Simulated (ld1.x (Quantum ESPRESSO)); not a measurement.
## Ca, TM: configuration errors across variants

ld1.x (Quantum ESPRESSO) 7.5 input, shortened:

```
&input
   title='Ca', zed=20., rel=1, dft='PBE', iswitch=3,
   config='[Ar] 3d0 4s1 4p0'
 /
 &inputp
   pseudotype=2, tm=.true., lloc=-1, rcloc=2.55,
   nlcc=.false.
 /
3
4S  1  0   1.00   0.00  3.30  3.30  0.0
3P  2  1   6.00   0.00  1.45  1.45  0.0
3D  3  2   0.00   0.00  1.40  1.40  0.0
 &test
   configts(1)='3p6 3d0 4s1 4p0'
 /
```

All-electron excitation energies from the reference (eV): (1) 3p6 3d0 4s2 4p0 -6.309; (2) 3p6 3d0 4s0 4p0 11.821; (3) 3p6 3d0.5 4s1.5 4p0 -5.256; (4) 3p6 3d0 4s0 4p1 3.048; (5) 3p6 3d0 4s0 4p2 -1.358.

Tests that are not counted but printed errors over 1 eV. “base”: 3p6 3d1 4s1 4p0 (solver errors, printed error +4.7 eV). “all radii scaled by about 0.87 (s 2.88, p 1.26, d 1.22 bohr); local potential all-electron potential smoothed inside 2.24 bohr (lloc = -1)”: 3p6 3d0 4s2 4p0 (solver errors, printed error -592 eV); 3p6 3d0.5 4s1.5 4p0 (solver errors, printed error -592 eV); 2 more. “all radii scaled by about 0.94 (s 3.10, p 1.36, d 1.32 bohr); local potential all-electron potential smoothed inside 2.40 bohr (lloc = -1)”: 3p6 3d0.5 4s1.5 4p0 (solver errors, printed error -9.6 eV); 3p6 3d1 4s1 4p0 (solver errors, printed error +5.0 eV).

A true bound ghost makes a file unfit for plane-wave use even where its test errors are small: the radial tests pick states by their node count and pass the ghost by. Where a test does run into it, the solver fails or the error is huge.

Errors AE − PS in meV (a dash: test not solved or not reliable):

| change | (1) | (2) | (3) | (4) | (5) | bound ghosts |
| --- | --- | --- | --- | --- | --- | --- |
| base | +18 | +27 | +20 | -114 | -149 | s |
| all radii scaled by about 0.76 (s 2.50, p 1.10, d 1.06 bohr); local potential all-electron potential smoothed inside 1.94 bohr (lloc = -1) | +3.4 | +26 | -8.3 | -8.3 | -15 | s |
| all radii scaled by about 0.87 (s 2.88, p 1.26, d 1.22 bohr); local potential all-electron potential smoothed inside 2.24 bohr (lloc = -1) | – | +28 | – | -57 | -77 | s |
| all radii scaled by about 0.94 (s 3.10, p 1.36, d 1.32 bohr); local potential all-electron potential smoothed inside 2.40 bohr (lloc = -1) | +21 | +29 | – | -96 | -127 | s |
| all radii scaled by about 1.12 (s 3.70, p 1.62, d 1.58 bohr); local potential all-electron potential smoothed inside 2.86 bohr (lloc = -1) | +20 | +22 | +27 | -80 | -104 | s |
| all radii scaled by about 1.18 (s 3.90, p 1.72, d 1.66 bohr); local potential all-electron potential smoothed inside 3.02 bohr (lloc = -1) | +15 | +17 | +19 | -205 | -266 | none |
| all radii scaled by about 1.28 (s 4.24, p 1.86, d 1.80 bohr); local potential all-electron potential smoothed inside 3.28 bohr (lloc = -1) | +8.7 | -1.1 | +12 | -454 | -591 | none |
| all radii scaled by about 1.37 (s 4.50, p 1.98, d 1.92 bohr); local potential all-electron potential smoothed inside 3.48 bohr (lloc = -1) | -1.4 | -17 | -18 | -1061 | -1405 | none |

Question: Give the same row for: all radii scaled by about 1.03 (s 3.42, p 1.50, d 1.44 bohr); local potential all-electron potential smoothed inside 2.64 bohr (lloc = -1).

Answer: +19, +27, +22, -101, -132; bound ghosts: s.
